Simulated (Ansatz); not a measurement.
`[NH2][Ti]([F])([F])[F]`, relaxed with RKS PBE0-D4/def2-TZVP in Ansatz 0.2.0 from a PBE-D4/def2-SVP geometry. The force threshold is 0.005 eV/Å; the program also tests the step.

Total charge 0; spin multiplicity 1.

Start:

```xyz
7

N    -0.543   -0.910   -0.412
Ti    0.336    0.601    0.230
F    -0.851    1.880    0.408
F     1.031    0.262    1.815
F     1.648    0.972   -0.873
H    -0.093   -1.668   -0.938
H    -1.527   -1.136   -0.230
```

| step | energy (eV) | largest force (eV/Å) | largest move (Å) |
| --- | --- | --- | --- |
| 1 | -32784.8897 | 0.546 | 0.000 |
| 2 | -32784.9007 | 0.146 | 0.014 |
| 3 | -32784.9015 | 0.019 | 0.006 |
| 4 | -32784.9016 | 0.010 | 0.002 |
| 5 | -32784.9016 | 0.004 | 0.002 |

End:

```xyz
7

N    -0.539   -0.911   -0.405
Ti    0.336    0.593    0.234
F    -0.858    1.863    0.402
F     1.033    0.266    1.818
F     1.640    0.958   -0.877
H    -0.097   -1.648   -0.937
H    -1.514   -1.120   -0.235
```

It took 8 s on 4 threads of a server CPU on a shared host, with 0.47 GiB of host memory at the peak.
